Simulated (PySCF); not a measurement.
**Vibration and rotation of CrN**

BLYP constants of CrN, ⁴Σ⁻ (quartet), unpaired electrons σ ↑, δ ↑↑ (basis Cr def2-TZVPP, N def2-TZVPP; no relativity; PySCF 2.14; masses 51.9405 and 14.0031 u):

```
ωe                     : 1018.6 cm⁻¹
ωexe                   : 9.54 cm⁻¹
Be                     : 0.63733 cm⁻¹
αe                     : 0.00580 cm⁻¹
De to Cr (3d5 4s1) + N : 4.73 eV
```

Task: What force constant and bond length do these constants imply?

Result: Reduced mass μred = 11.030 u; k = 5.8918×10⁻⁷·μred·ωe² (u, cm⁻¹, mdyn/Å) = 6.74 mdyn/Å; Re = √(16.8576/(μred·Be)) (u, cm⁻¹, Å) = 1.549 Å.

Task: Estimate the centrifugal constant D from the Kratzer relation and find the Dunham coefficient a1.

Result: D = 4Be³/ωe² = 9.98e-07 cm⁻¹; a1 = −1 − αeωe/(6Be²) = -3.42.

The metal atom is held in its measured ground configuration; semilocal functionals can put another filling of s and d lower by some tenths of an eV, and De to that atom would be smaller. The state is the lowest single determinant that the PBE0 search found; with open d or f shells the true ground state can be another one.
